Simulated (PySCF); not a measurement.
Excitation energy of Te by level of theory

Te [Kr] 4d10 5s2 5p4 (3P) → Te [Kr] 4d10 5s1 5p4 5d1 (high-spin determinant), as a difference of total energies. Computed with PySCF 2.14 in aug-cc-pVQZ-PP with one added diffuse shell each of s, p, d, f, g type with ECP28MDF (8s8p6d4f3g, 117 functions), with scalar relativity through the core potential. Correlated levels: valence: 4s2 4p6 4d10 frozen. The calculations carry no spin-orbit coupling.

| method | excitation energy (eV) |
| --- | --- |
| UHF | 14.907 |
| LDA | 16.266 |
| PBE | 15.810 |
| PBE0 | 15.831 |
| r2SCAN | 15.766 |
| M06-2X | 15.510 |
| wB97X | 16.803 |
| wB97X-V | 16.428 |
| MP2 (valence) | 15.318 |
| SCS-MP2 (valence) | 15.485 |

Task: How much does correlation contribute at MP2 (valence)?

Result: 15.318 − (14.907) = 0.411 eV, measured against UHF.

The upper state lies above the first ionisation limit, where it may autoionise and the basis confines it.

The promoted electron is Rydberg-like, and one or two diffuse shells describe it only roughly, which tends to raise the upper state.

The determinant of the upper state mixes LS terms, which raises its energy above the lowest term, most at the Hartree-Fock and MP2 levels.
